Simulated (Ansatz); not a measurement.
Ansatz (a first-principles code) input (B3LYP/def2-SVP):

Ansatz 0.2 input:
```yaml
crystal:
  periodic: [false, false, false]
  atoms:
    - {symbol: F, position_ang: [-0.00352200, 1.68800700, -1.15610800]}
    - {symbol: Si, position_ang: [-0.01083700, 0.66568700, 0.04695100]}
    - {symbol: F, position_ang: [-0.04851200, 1.50829300, 1.38154400]}
    - {symbol: Br, position_ang: [1.82841900, -0.51688000, -0.00418900]}
    - {symbol: Br, position_ang: [-1.81070400, -0.57130000, -0.07256100]}
basis:
  gaussian:
    orbitals: def2-SVP
hamiltonian:
  xc: {name: B3LYP}
output: {forces: true}
```

Output:

```
Functional definition: B3LYP
integrals: 0.06 GiB planned
1024 factors; integrals over basis functions are off by at most 7.0e-4 eV
mean field: 0.65 GiB planned
mean field evaluation 1: about -153385.0022 eV, gradient 4.3e1 eV
mean field evaluation 2: about -153380.4312 eV, gradient 7.0e1 eV
mean field evaluation 4: about -153387.7924 eV, gradient 1.1e0 eV
mean field evaluation 8: about -153387.8044 eV, gradient 1.0e-1 eV
mean field evaluation 16: about -153387.8044 eV, gradient 3.6e-5 eV
mean field -153387.80439893 eV, -5636.8978416728 hartree, gradient 3.1e-5 eV, S^2 0.000000; 0 other end points of the search recorded, 0 dependent functions left out
the calculation of the forces begins
reference -153387.80462876 eV, -5636.8978501186 hartree; 51, 51 occupied and 59, 59 virtual orbitals, 1024 factors
Total energy: -153387.80462876 eV, -5636.8978501186 hartree
Atom 0 at    -0.003522     1.688007    -1.156108 Å, force     0.004946     0.686701    -0.809835 eV/Å
Atom 1 at    -0.010837     0.665687     0.046951 Å, force     0.017023    -1.045680    -0.073752 eV/Å
Atom 2 at    -0.048512     1.508293     1.381544 Å, force    -0.025335     0.565742     0.898170 eV/Å
Atom 3 at     1.828419    -0.516880    -0.004189 Å, force     0.146666    -0.101213    -0.004568 eV/Å
Atom 4 at    -1.810704    -0.571300    -0.072561 Å, force    -0.143300    -0.105549    -0.010015 eV/Å
Dipole moment:     0.002624    -0.161181    -0.011368 e Å
```

The geometry given is a B3LYP-D3(BJ)/def2-TZVP minimum.
